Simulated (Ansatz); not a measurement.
Species: N-[chloro(methylamino)boranyl]methanamine, C₂H₈BClN₂, charge 0, multiplicity 1. 
Geometry from a B3LYP-D3(BJ)/def2-TZVP (Ansatz, a first-principles code) optimisation:
```
B
N 1 1.4064
H 2 1.0074 1 117.53
N 1 1.4088 2 123.07 3 1.47
H 4 1.0041 1 118.71 2 -176.57
C 4 1.4501 5 115.85 1 -175.96
H 6 1.0893 4 110.17 5 -15.05
H 6 1.0941 7 107.14 4 120.93
H 6 1.0961 7 107.74 8 116.01
C 2 1.4507 3 113.88 1 179.92
H 10 1.0870 2 109.40 3 179.40
H 10 1.0938 11 108.05 2 121.52
H 10 1.0939 11 108.06 12 116.87
Cl 1 1.8027 2 119.94 3 -178.69
```

Atomisation energy built up term by term with Ansatz (kcal/mol; UHF references for open shells; valence terms freeze the core; atomic spin-orbit terms are left out). CBS marks a two-point X^-3 extrapolation of the correlation energy; Hartree-Fock from the larger set.

```tsv
term	basis	kcal/mol
Hartree-Fock	cc-pV(Q+d)Z	942.35
CCSD correlation	CBS(cc-pV(T+d)Z,cc-pV(Q+d)Z)	?
(T)	CBS(cc-pV(T+d)Z,cc-pV(Q+d)Z)	?
core correlation	cc-pwCVTZ	5.42
scalar relativity (X2C)	cc-pVTZ-DK against cc-pVTZ	-1.33
sum: De		?
```

Problem. Fill in the missing entries.

Solution. 
- CCSD correlation, kcal/mol: 326.24
- (T), kcal/mol: 20.97
- sum: De, kcal/mol: 1293.7
